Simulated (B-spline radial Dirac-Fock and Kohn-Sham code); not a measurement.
**Dipole and non-dipole photoemission parameters of Ta 4p3/2**

System: neutral tantalum, configuration [Xe] 4f14 5d3 6s2; threshold 400.9 eV (tabulated edge). Method: Dirac-Hartree-Slater photoionisation with a Latter tail; cross sections with all multipoles, angular parameters from the dipole term and its interference with E2. Computed with a radial atomic solver.

The run's input, task.json:

```json
{"items": [{
  "Z": 73,
  "q": 0,
  "cfg": [[1, 0, 2], [2, 0, 2], [2, 1, 6], [3, 0, 2], [3, 1, 6], [3, 2, 10], [4, 0, 2], [4, 1, 6], [4, 2, 10], [4, 3, 14], [5, 0, 2], [5, 1, 6], [5, 2, 3], [6, 0, 2]],
  "A": 181,
  "rrms": 5.3507,
  "do": "xps",
  "hv": [52.2, 52.4, 60, 80, 100, 113.0, 130.0, 164.0, 199.0, 222.0, 253.0, 260.0, 300, 375.0, 576.0, 632.0, 949.0, 990.0, 1040.0, 1240.0, 2000, 2230.0, 2710.0, 4000, 5760.0, 6280.0, 8047.8, 9251.7, 9640.0, 10900.0],
  "edges": {"K": 67416.0, "L1": 11682.0, "L2": 11136.0, "L3": 9881.0, "M1": 2708.0, "M2": 2469.0, "M3": 2194.0, "M4": 1793.0, "M5": 1735.0, "N1": 563.4, "N2": 463.4, "N3": 400.9, "N4": 237.9, "N5": 226.4, "O1": 69.7}
}]}
```

Run with: `python xray2_run.py task.json out`

For linearly polarised light dσ/dΩ = σ/(4π) [1 + β P₂(cos θ) + (δ + γ cos²θ) sin θ cos φ], with θ from the polarisation vector and φ the angle between the beam and the projection of the electron momentum on the plane normal to the polarisation.

```
hν (eV)  σ (kb)      β       γ      δ
    576     205  0.410  -0.027  0.086
    632     191  0.633   0.084  0.077
    949     126  1.225   0.324  0.030
    990     120  1.264   0.325  0.026
   1040     113  1.306   0.321  0.022
   1240    89.6  1.431   0.276  0.011
   2000    42.9  1.636   0.059  0.001
   2230    35.7  1.664   0.017  0.001
   2710    25.2  1.702  -0.034  0.002
   4000    11.9  1.739  -0.002  0.007
   5760    5.50  1.734   0.212  0.012
   6280       ?      ?       ?      ?
 8047.8    2.57  1.702   0.556  0.019
 9251.7    1.85  1.681   0.734  0.023
   9640    1.67  1.674   0.789  0.024
  10900    1.24  1.651   0.964  0.029
```

Problem. Give the values at 6280 eV.

Solution. σ = 4.54 kb, β = 1.728, γ = 0.289, δ = 0.013.
